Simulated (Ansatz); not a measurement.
```yaml
crystal:
  periodic: [false, false, false]
  atoms:
    - {symbol: F, position_ang: [-2.314495, 0.153177, 0.041734]}
    - {symbol: Ge, position_ang: [-0.722394, -0.206560, -0.717312]}
    - {symbol: Ga, position_ang: [1.243717, 0.179328, 0.964264]}
    - {symbol: H, position_ang: [-0.775656, -1.697588, -1.198210]}
    - {symbol: H, position_ang: [-0.673161, 0.779430, -1.934598]}
    - {symbol: H, position_ang: [0.886159, 0.589376, 2.403473]}
    - {symbol: H, position_ang: [2.605247, 0.121040, 0.411051]}
basis:
  gaussian: {orbitals: 6-31G}
magnetization: {spin_polarized: true, initial_magnetization: 4}
hamiltonian: {xc: {name: wB97}}
scf: {lower_state_search: light}
```

```sh
$ ansatz run in.yaml --threads 2 --pin off --events-out ev --progress --plain --max-ram 31744MiB --backend cpu
```

Output, abridged:

```
Functional definition: wB97
975 factors; their error is unknown
257 factors; integrals over basis functions are off by at most 1.6e-5 eV
mean field evaluation 1: about -111651.3177 eV, gradient 2.8e1 eV
mean field evaluation 2: about -111627.0138 eV, gradient 8.0e1 eV
mean field evaluation 4: about -111655.0153 eV, gradient 4.6e0 eV
mean field evaluation 8: about -111655.2704 eV, gradient 5.6e-1 eV
mean field evaluation 16: about -111655.4131 eV, gradient 9.3e-2 eV
mean field evaluation 32: about -111655.4140 eV, gradient 2.8e-5 eV
mean field -111655.41399747 eV, -4103.2607816492 hartree, gradient 2.8e-5 eV, S^2 6.012735; 2 other end points of the search recorded, 0 dependent functions left out
reference -111655.41399443 eV, -4103.2607815374 hartree; 40, 36 occupied and 35, 39 virtual orbitals, 975 factors
Total energy: -111655.41399443 eV, -4103.2607815374 hartree
```

Q: Something in this input is off. What?

A: The spin is set far too high for this molecule. The run converged. The result belongs to that input, not to the molecule as meant.
